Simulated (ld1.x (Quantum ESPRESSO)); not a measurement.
## Bi ultrasoft: all-electron and pseudo phase curves

| Property | Result |
| --- | --- |
| Element | Bi |
| Generator | ld1.x (Quantum ESPRESSO) 7.5 |
| Type | ultrasoft |
| Functional | PBE |
| Relativity | fully relativistic |
| Frozen core | [Xe] 4f14 |
| Valence charge | 15 |
| Reference configuration | 5d10 6s2 6p3 |
| Partial waves | 6s (bound): rcut 1.85, rcutus 2.20 bohr; 6s channel at 0.45 Ry: rcut 1.85, rcutus 2.20 bohr; 6p (bound): rcut 2.20, rcutus 2.85 bohr; 6p channel at 2.05 Ry: rcut 2.20, rcutus 2.85 bohr; 5d (bound): rcut 1.20, rcutus 1.55 bohr; 5d channel at 1.55 Ry: rcut 1.20, rcutus 1.55 bohr |
| Local potential | all-electron potential smoothed inside 1.25 bohr (lloc = -2) |
| Core correction | a·sin(br)/r model core inside 1.50 bohr |
| Augmentation charge | built from norm-conserving waves at rcut, not smoothed further |

Open shells are filled in proportion to 2j + 1 (rel_dist='average').

The phase is arctan(r·u′/u) with u = r·R(r), unwrapped; energies in Ry, scanned from -4 to 5 Ry. A pole is an energy at which the radial function vanishes at the test radius. The pseudo phase is shifted by a multiple of π to meet the all-electron one at the reference energy, and phase errors are pseudo minus all-electron; the curves can meet again beyond the range given. Levels narrower than the energy grid can be missing from the lists of poles.

A narrow feature of the pseudo curve, probably an extra level, lies near 0.18 Ry in the p3/2 channel; the grid steps over it, so the window and error are not given (n/a).

**Question.** For each channel, where are the poles, and over which energies does the pseudopotential scatter like the atom?

**Answer.**

| channel | radius (bohr) | reference energy (Ry) | poles, all-electron | poles, pseudo | unbroken range about the reference energy with phases within 0.05 rad | phase error 1 Ry above the reference energy (rad) |
| --- | --- | --- | --- | --- | --- | --- |
| s | 3.12 | -1.06 | -0.62, 4.92 | -0.62, 4.97 | the whole range | -0.000 |
| p1/2 | 3.12 | -0.44 | 0.36 | 0.20, 0.47 | below 0.2 | -3.119 |
| p3/2 | 3.12 | -0.30 | 0.81 | 0.81 | n/a | n/a |
| d3/2 | 3.12 | -2.11 | -2.09, 2.65 | -2.09, 2.65 | the whole range | +0.000 |
| d5/2 | 3.12 | -1.89 | -1.86, 2.78 | -1.86, 2.78 | the whole range | -0.000 |

A Bessel basis up to 400 Ry misses an occupied level by 0.03 Ry, so cutoffs were not judged. Note: ghost state, extra bound levels that the all-electron valence spectrum of the same l lacks: s at -66.9 eV (other channels not judged).

Phases in the s channel:

```csv
E (Ry),all-electron,pseudo
-4.00,1.388,1.388
-3.76,1.380,1.380
-3.52,1.370,1.370
-3.28,1.359,1.359
-3.04,1.345,1.345
-2.80,1.328,1.328
-2.56,1.306,1.306
-2.32,1.276,1.276
-2.08,1.231,1.231
-1.84,1.154,1.154
-1.60,0.985,0.985
-1.36,0.392,0.392
-1.12,-0.986,-0.986
-0.88,-1.419,-1.419
-0.64,-1.563,-1.563
-0.40,-1.640,-1.640
-0.16,-1.694,-1.694
0.08,-1.740,-1.740
0.32,-1.786,-1.786
0.56,-1.838,-1.838
0.80,-1.903,-1.903
1.04,-1.994,-1.994
1.28,-2.139,-2.137
1.52,-2.401,-2.396
1.76,-2.905,-2.893
2.00,-3.586,-3.570
2.24,-4.040,-4.030
2.48,-4.274,-4.266
2.72,-4.404,-4.398
2.96,-4.485,-4.480
3.20,-4.540,-4.537
3.44,-4.581,-4.578
3.68,-4.613,-4.610
3.92,-4.638,-4.636
4.16,-4.660,-4.657
4.40,-4.678,-4.676
4.64,-4.695,-4.692
4.88,-4.710,-4.707
```
